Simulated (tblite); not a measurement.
Record of a relaxation.

Compound: C₄H₅ClGe (charge -1 and doublet state).
SMILES with atom numbers: `[Cl:1][Ge@H:2]1[CH:3]=[CH:4][CH:5][CH-:6]1` (hydrogens: H7 on Ge2; H8 on C3; H9 on C4; H10 on C5; H11 on C6)
Bond orders are those of one Lewis drawing.

Computed with GFN2-xTB (tblite), gas phase: L-BFGS steps from a force-field or distance-geometry start until the largest atomic force falls under 0.01 eV/Å. 13 of its 60 geometries are shown.

Step 0: E = -480.4197 eV, largest atomic force 2.935 eV/Å
```
atom  x, y, z in Å  |  force x, y, z in eV/Å
Cl1    -1.451    2.455    1.298   -0.776   1.083   0.133
Ge2    -1.131    0.463    0.602    2.234  -0.367   0.577
C3     -0.246    0.469   -1.136   -2.084   1.852  -0.917
C4      0.773   -0.351   -1.079    0.963  -1.536  -0.206
C5      0.994   -1.032    0.191    0.459   0.211  -0.283
C6      0.490   -0.364    1.394   -0.741  -0.423  -0.061
H7     -2.344   -0.443    0.651   -1.077  -0.087  -0.117
H8     -0.552    1.058   -2.000    0.273  -0.043  -0.035
H9      1.427   -0.508   -1.968   -0.304  -0.363   0.579
H10     0.920   -2.119    0.144    0.962   0.095   0.096
H11     1.126    0.377    1.878    0.090  -0.421   0.233
```

Step 5: E = -481.2349 eV, largest atomic force 1.502 eV/Å
```
atom  x, y, z in Å  |  force x, y, z in eV/Å
Cl1    -1.626    2.646    1.316   -0.086  -0.222  -0.105
Ge2    -0.953    0.516    0.667   -1.327   0.683  -0.172
C3     -0.304    0.538   -1.200   -0.119   0.348   0.079
C4      0.657   -0.404   -1.111    0.870  -0.411   0.238
C5      1.021   -0.995    0.149   -0.340  -0.440   0.096
C6      0.512   -0.505    1.416   -0.110   0.119  -0.407
H7     -2.494   -0.394    0.636    0.328   0.427   0.048
H8     -0.531    1.108   -2.105    0.059  -0.286   0.439
H9      1.367   -0.636   -1.905   -0.396  -0.333  -0.398
H10     1.223   -2.076    0.164    0.757   0.521  -0.290
H11     1.133    0.205    1.949    0.363  -0.406   0.474
```

Step 10: E = -482.0086 eV, largest atomic force 1.665 eV/Å
```
atom  x, y, z in Å  |  force x, y, z in eV/Å
Cl1    -1.829    2.746    1.297   -0.036  -0.187  -0.048
Ge2    -1.085    0.694    0.622    1.413  -0.875  -0.102
C3     -0.277    0.565   -1.154    0.088  -0.555   0.046
C4      0.656   -0.471   -1.089   -0.616   0.027  -0.063
C5      0.990   -1.054    0.143    0.179   0.842   0.057
C6      0.450   -0.505    1.342    0.083   0.289  -0.220
H7     -2.515   -0.168    0.647    0.318   0.492   0.133
H8     -0.497    1.073   -2.083   -0.061  -0.078   0.034
H9      1.169   -0.857   -1.979   -0.223   0.233   0.092
H10     1.752   -1.847    0.107   -0.158   0.450   0.465
H11     1.193   -0.173    2.119   -0.987  -0.639  -0.393
```

Step 15: E = -482.5610 eV, largest atomic force 0.616 eV/Å
```
atom  x, y, z in Å  |  force x, y, z in eV/Å
Cl1    -1.920    2.736    1.274    0.077   0.199   0.059
Ge2    -0.943    0.687    0.632   -0.328   0.453  -0.088
C3     -0.306    0.495   -1.174   -0.598  -0.072   0.111
C4      0.589   -0.537   -1.122    0.496   0.180  -0.317
C5      1.075   -0.949    0.124    0.444  -0.364   0.151
C6      0.453   -0.497    1.261   -0.191  -0.181   0.287
H7     -2.425    0.060    0.693    0.448   0.001   0.111
H8     -0.511    1.037   -2.083   -0.228  -0.179  -0.084
H9      1.036   -0.930   -2.017    0.329  -0.064  -0.377
H10     1.957   -1.596    0.199   -0.232   0.169  -0.129
H11     1.001   -0.506    2.189   -0.217  -0.140   0.275
```

Step 20: E = -482.7597 eV, largest atomic force 0.614 eV/Å
```
atom  x, y, z in Å  |  force x, y, z in eV/Å
Cl1    -1.927    2.822    1.291   -0.037   0.360   0.089
Ge2    -0.897    0.761    0.633   -0.151  -0.010  -0.098
C3     -0.396    0.390   -1.201    0.570  -0.107   0.060
C4      0.667   -0.481   -1.159   -0.378  -0.137   0.151
C5      1.104   -0.914    0.131    0.308  -0.213  -0.108
C6      0.417   -0.545    1.258    0.033   0.145  -0.398
H7     -2.305    0.104    0.747   -0.027  -0.069   0.120
H8     -0.602    0.957   -2.099   -0.248  -0.236  -0.088
H9      1.089   -0.921   -2.077    0.142   0.387   0.455
H10     2.007   -1.530    0.202   -0.160   0.071  -0.065
H11     0.849   -0.640    2.248   -0.052  -0.191  -0.119
```

Step 25: E = -482.9155 eV, largest atomic force 0.212 eV/Å
```
atom  x, y, z in Å  |  force x, y, z in eV/Å
Cl1    -1.938    3.039    1.342    0.005   0.025  -0.022
Ge2    -0.898    0.811    0.614   -0.022  -0.101   0.183
C3     -0.387    0.347   -1.213   -0.064   0.014   0.042
C4      0.685   -0.472   -1.150    0.058   0.054  -0.126
C5      1.136   -0.926    0.131   -0.155   0.120  -0.045
C6      0.405   -0.557    1.205    0.103   0.126   0.075
H7     -2.251    0.069    0.819   -0.119   0.069   0.019
H8     -0.738    0.798   -2.133    0.102  -0.137  -0.033
H9      1.232   -0.803   -2.024    0.067  -0.001  -0.201
H10     2.025   -1.551    0.167    0.001  -0.040   0.115
H11     0.735   -0.751    2.217    0.026  -0.128  -0.008
```

Step 30: E = -482.9323 eV, largest atomic force 0.111 eV/Å
```
atom  x, y, z in Å  |  force x, y, z in eV/Å
Cl1    -1.936    3.061    1.341    0.019   0.003  -0.018
Ge2    -0.900    0.806    0.631   -0.074   0.017  -0.081
C3     -0.390    0.336   -1.208   -0.063   0.027  -0.029
C4      0.698   -0.461   -1.163    0.042  -0.015   0.031
C5      1.135   -0.914    0.124    0.091   0.009   0.032
C6      0.416   -0.541    1.205    0.000  -0.076   0.016
H7     -2.268    0.083    0.835   -0.048   0.040   0.026
H8     -0.741    0.757   -2.141    0.000  -0.004   0.004
H9      1.248   -0.785   -2.046   -0.031   0.050   0.015
H10     2.018   -1.547    0.184    0.007  -0.028   0.021
H11     0.725   -0.792    2.211    0.057  -0.022  -0.018
```

Step 34: E = -482.9357 eV, largest atomic force 0.058 eV/Å
```
atom  x, y, z in Å  |  force x, y, z in eV/Å
Cl1    -1.934    3.069    1.337    0.028  -0.014  -0.027
Ge2    -0.911    0.802    0.626    0.015  -0.048   0.029
C3     -0.393    0.332   -1.209    0.002  -0.029   0.008
C4      0.704   -0.456   -1.159   -0.020   0.011  -0.003
C5      1.145   -0.909    0.127   -0.035   0.000  -0.011
C6      0.417   -0.548    1.205   -0.023  -0.005  -0.008
H7     -2.288    0.094    0.843   -0.004   0.029   0.008
H8     -0.740    0.748   -2.145   -0.011   0.007   0.003
H9      1.246   -0.772   -2.048    0.029   0.021   0.014
H10     2.021   -1.552    0.191    0.030   0.015  -0.010
H11     0.739   -0.806    2.207   -0.011   0.015  -0.003
```

Step 39: E = -482.9392 eV, largest atomic force 0.101 eV/Å
```
atom  x, y, z in Å  |  force x, y, z in eV/Å
Cl1    -1.899    3.059    1.310    0.047  -0.018  -0.024
Ge2    -0.918    0.775    0.628   -0.029   0.083  -0.050
C3     -0.410    0.312   -1.207   -0.005   0.065   0.003
C4      0.708   -0.448   -1.158    0.022  -0.041  -0.008
C5      1.147   -0.906    0.124    0.031  -0.036   0.010
C6      0.405   -0.564    1.201    0.027  -0.028   0.030
H7     -2.305    0.126    0.865   -0.077  -0.054   0.029
H8     -0.754    0.737   -2.141   -0.014  -0.001   0.019
H9      1.269   -0.735   -2.044    0.016  -0.009  -0.022
H10     2.031   -1.539    0.194   -0.011   0.052  -0.029
H11     0.732   -0.813    2.201   -0.008  -0.014   0.041
```

Step 44: E = -482.9422 eV, largest atomic force 0.071 eV/Å
```
atom  x, y, z in Å  |  force x, y, z in eV/Å
Cl1    -1.862    3.044    1.282    0.033   0.025  -0.015
Ge2    -0.929    0.762    0.626   -0.019  -0.057   0.037
C3     -0.414    0.308   -1.204    0.006  -0.008  -0.008
C4      0.708   -0.449   -1.157   -0.007   0.044   0.002
C5      1.147   -0.907    0.124   -0.001   0.031  -0.008
C6      0.398   -0.579    1.204   -0.011   0.019  -0.025
H7     -2.338    0.139    0.884    0.027  -0.030  -0.009
H8     -0.763    0.737   -2.135    0.000   0.007  -0.010
H9      1.282   -0.716   -2.044   -0.028  -0.017   0.028
H10     2.046   -1.516    0.188    0.017  -0.006   0.013
H11     0.730   -0.820    2.206   -0.015  -0.008  -0.005
```

Step 49: E = -482.9455 eV, largest atomic force 0.059 eV/Å
```
atom  x, y, z in Å  |  force x, y, z in eV/Å
Cl1    -1.781    3.045    1.233    0.014   0.009  -0.006
Ge2    -0.953    0.721    0.628    0.004   0.039  -0.022
C3     -0.428    0.301   -1.202   -0.046   0.016   0.033
C4      0.715   -0.429   -1.153   -0.007  -0.007   0.011
C5      1.156   -0.887    0.124    0.004  -0.039  -0.006
C6      0.385   -0.593    1.203    0.005  -0.016  -0.002
H7     -2.365    0.130    0.913   -0.006  -0.031  -0.019
H8     -0.786    0.729   -2.130    0.017  -0.004   0.006
H9      1.295   -0.687   -2.037   -0.002   0.012  -0.019
H10     2.063   -1.485    0.187    0.002   0.023   0.029
H11     0.704   -0.842    2.206    0.015  -0.002  -0.005
```

Step 54: E = -482.9464 eV, largest atomic force 0.035 eV/Å
```
atom  x, y, z in Å  |  force x, y, z in eV/Å
Cl1    -1.767    3.050    1.225   -0.001   0.012  -0.003
Ge2    -0.956    0.721    0.630   -0.012  -0.021   0.025
C3     -0.432    0.302   -1.198    0.021  -0.014  -0.016
C4      0.711   -0.429   -1.151   -0.002  -0.008  -0.010
C5      1.154   -0.890    0.125   -0.006   0.012   0.004
C6      0.383   -0.596    1.203   -0.008  -0.001  -0.002
H7     -2.368    0.116    0.908    0.015   0.008  -0.015
H8     -0.783    0.731   -2.127   -0.008   0.003   0.004
H9      1.288   -0.684   -2.038   -0.007   0.012   0.006
H10     2.069   -1.475    0.193   -0.003  -0.002  -0.005
H11     0.706   -0.844    2.205    0.010  -0.001   0.012
```

Step 59: E = -482.9466 eV, largest atomic force 0.010 eV/Å
```
atom  x, y, z in Å  |  force x, y, z in eV/Å
Cl1    -1.760    3.055    1.220   -0.001   0.000  -0.004
Ge2    -0.959    0.716    0.632    0.007   0.003  -0.004
C3     -0.433    0.301   -1.197   -0.004   0.001   0.009
C4      0.711   -0.429   -1.151    0.001   0.006   0.005
C5      1.154   -0.889    0.125    0.003  -0.003   0.000
C6      0.381   -0.600    1.204    0.007  -0.002   0.004
H7     -2.370    0.114    0.905   -0.005   0.001  -0.007
H8     -0.786    0.731   -2.125   -0.004  -0.001   0.007
H9      1.290   -0.677   -2.038    0.001  -0.004   0.000
H10     2.069   -1.474    0.193   -0.003   0.003  -0.003
H11     0.709   -0.845    2.206   -0.002  -0.002  -0.006
```

Task: Summarise the path.

Result: The energy falls by 243.80 kJ/mol from step 0 to step 59; nine tenths of that is first reached at step 19. It falls at every step. The largest force goes from 2.935 to 0.010 eV/Å. Among the bonds Cl1–Ge2 changes most, from 2.134 to 2.541 Å; the atoms move by 0.667 Å rms after alignment.

The cost below is that of the whole relaxation. On Arm Neoverse V1, one thread (shared host), this took 0.38 s wall.
